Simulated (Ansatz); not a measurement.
`O[Si](F)([SiH3])[SiH3]` + HCl → `F[Si]([SiH3])([SiH3])Cl` + H₂O at 400 K and 1 bar (ligand exchange at the Si–O bond).

Gas-phase electronic energies from Ansatz, PBE0-D4/def2-TZVP geometries. CBS: MP2 limit from def2 TZ/QZ plus the TZ coupled-cluster correction, frozen cores. This one scheme is used for every species. Each species was taken in one conformer, which may not be the lowest.

| species | CCSD(T)/CBS energy (Eh) | H − E (kJ/mol) | S (J/(mol·K)) |
| --- | --- | --- | --- |
| `O[Si](F)([SiH3])[SiH3]` | -1046.51512 | 221.1 | 451.5 |
| HCl | -460.38127 | 29.6 | 195.4 |
| `F[Si]([SiH3])([SiH3])Cl` | -1430.51902 | 187.2 | 452.7 |
| H₂O | -76.37941 | 69.8 | 198.6 |

H − E and S are ideal-gas, rigid-rotor, harmonic terms from PBE0-D4/def2-TZVP, for one conformer and one mirror image of each species. 1 Eh = 2625.50 kJ/mol, R = 8.31446 J/(mol·K).

By hand: ΔE, ΔH, ΔS and ΔG.

ΔE = (-1430.51902) + (-76.37941) − (-1046.51512) − (-460.38127) = -0.00204 Eh = -5.4 kJ/mol. Δ(H − E) = 187.2 + 69.8 − 221.1 − 29.6 = 6.3, so ΔH = 0.9 kJ/mol. ΔS = 452.7 + 198.6 − 451.5 − 195.4 = 4.4 J/(mol·K). ΔG = 0.9 − 400 × (4.4)/1000 = -0.9 kJ/mol.

By hand: the equilibrium constant, and the temperature at which ΔG would vanish if ΔH and ΔS stayed fixed.

log₁₀ K = −ΔG/(RT ln 10) = 0.1. ΔG = 0 at ΔH/ΔS = 205 K, though so small a ΔH makes that figure unsure.

TΔS isn't small against ΔH here. The sign of ΔG lies within the doubt. A doubt of 5 kJ/mol in ΔE shifts log₁₀ K by 0.7 here. Other conformers and mirror images would add mixing entropy, several J/(mol·K) or more a flexible species. These are equilibria of isolated gas molecules and say nothing of rates. Largest T1 diagnostic: 0.013 (customary marks: 0.02 for closed shells, 0.045 for open ones).
